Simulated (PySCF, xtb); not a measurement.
C₃H₈O₂Si, SMILES COC[SiH2]C=O.

xtb with GFN2-xTB at its own geometry gives an orbital gap of 2.49 eV and a dipole moment of 3.52 D.

Coordinates come from a B3LYP-D3(BJ)/def2-SVP optimisation. The structure was generated by enumeration, and PubChem lists no compound with its InChIKey, so it may never have been made. One conformer was computed; it need not be the lowest.

### Question
What does PBE/def2-TZVP run with PySCF give? (The exact figures need the calculation; the answer reports its results.)

### Answer
gap 2.73 eV (levels -5.41 and -2.69 eV), dipole 3.52 D.
